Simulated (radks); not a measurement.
All-electron atom: Mg III in [Ne].

Method: non-relativistic Kohn-Sham, r2SCAN, spin-polarised, spherical densities, point nucleus; meta-GGA in the generalised Kohn-Sham scheme; computed with a radial shooting solver on a logarithmic mesh with Libxc functionals.

Energy parts (eV):
| part | energy |
|---|---|
| total | -5421.091 |
| kinetic | 5412.316 |
| electron-nucleus | -12788.917 |
| Hartree | 2392.346 |
| exchange-correlation | -436.836 |

Orbitals (lengths in bohr, moments of r in powers of bohr; <r^-3> diverges for s and p1/2):
orbital  occ.  eigenvalue (eV)     <r>  <r^-3>
1s          2        -1286.733  0.1309       -
2s          2        -102.6104  0.6945       -
2p          6         -68.0126  0.6817   25.60

The highest occupied level is 2p at -68.013 eV. Virial ratio -V/T = 2.00162. The density falls to 0.001 e/bohr^3 at r = 2.19 bohr.
